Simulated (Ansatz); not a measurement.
A nudged elastic band was laid between two geometries of CH₄AsO (7 atoms, charge -1, multiplicity 1).

Level of theory: Ansatz 0.2.0, RKS B3LYP-D4/def2-SVP.

| Property | Result |
| --- | --- |
| movable images | 9 |
| climbing image | yes |
| spring | 5.0 eV/Å² |
| optimiser | quadratic models (default) |
| start path | through a guess of the saddle point |
| force threshold | 0.05 eV/Å |
| iteration limit | 60 |
| end points | relaxed |

Initial state:

```xyz
7
Properties=species:S:1:pos:R:3
C -0.810 0.115 -0.873
O -0.806 -0.365 0.554
As 0.767 -0.733 1.219
H -1.874 0.469 -0.978
H -0.244 1.093 -0.838
H 1.526 0.637 1.036
H 1.441 -1.215 -0.119
```

Final state:

```xyz
7
Properties=species:S:1:pos:R:3
C -0.494 -0.043 -0.659
O -0.639 -0.248 0.694
As 0.976 -0.625 1.654
H -1.498 -0.011 -1.151
H 0.011 0.924 -0.918
H 1.539 0.834 1.557
H 0.105 -0.831 -1.177
```

Task: What changes between the two ends?

Result: Bonds broken: As3–H7. Bonds formed: C1–H7.

Task: What energy profile does the band end with?

Result: It converged. The highest image is number 3 of 0 to 10, 0.094 eV above the first end and 2.244 eV above the last; the last end lies 2.150 eV below the first. A vibrational analysis at the climbing image gives one clearly imaginary mode, 595i cm⁻¹: a first-order saddle point. The orbitals stay closed-shell, which can raise the energy where a bond breaks towards radicals; this wasn't checked here. Limits of this set-up: an anion without diffuse functions, the dipole of an ion depends on the origin.

```
image  path coordinate (Å)  energy (eV)  As3–H7 (Å)  C1–H7 (Å)
    0                 0.00        0.000        1.57       2.72
    1                 0.24        0.017        1.58       2.50
    2                 0.49        0.061        1.60       2.25
    3                 0.73        0.094        1.66       2.00
    4                 1.00       -0.012        1.81       1.73
    5                 1.26       -0.507        2.01       1.47
    6                 1.52       -1.365        2.22       1.24
    7                 1.79       -1.958        2.51       1.13
    8                 2.05       -2.120        2.80       1.12
    9                 2.31       -2.144        2.91       1.12
   10                 2.58       -2.150        2.97       1.12
```

Task: What is the geometry of the highest image?

Result: 
```xyz
7
Properties=species:S:1:pos:R:3
C -0.685 0.088 -0.734
O -0.791 -0.276 0.682
As 0.828 -0.775 1.234
H -1.743 0.230 -1.083
H -0.232 1.115 -0.795
H 1.633 0.571 1.105
H 0.990 -0.952 -0.409
```

Task: What are the harmonic wavenumbers there?

Result: 595i, 258, 495, 514, 668, 774, 919, 1020, 1088, 1191, 1429, 1618, 1916, 2788, 2837 cm⁻¹.

Time of the run: 4.6 min on 1 thread of Arm Neoverse V1, on a shared host, peak memory 0.16 GiB.
